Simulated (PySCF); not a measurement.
Computed IR spectrum (relative IR intensity) of a molecule C4H2BrF. Geometry: PBE-D3(BJ)/def2-SVP. The values are those of a single conformer. Method: PBE-D3(BJ)/def2-SVP in PySCF 2.14.0. Frequencies are harmonic and unscaled.

Lines under 2 % of the strongest are left out, and lines within 2 cm⁻¹ are merged.

ν (cm⁻¹): 204 (vw), 272 (w), 358 (vw), 561 (w), 604 (m), 671 (m), 751 (m), 808 (w), 997 (vs), 1184 (vs), 1304 (w), 1641 (s), 2146 (w), 3145 (vw), 3406 (s) (against the strongest line: vs over 80 %, s over 45 %, m over 15 %, w over 4 %, vw less)

Task: Which molecule gave these data?
(A) C#C/C(F)=C\Br
(B) C#C/C=C(\F)Br
(C) C#C/C(Br)=C\F

Result: C, C#C/C(Br)=C\F
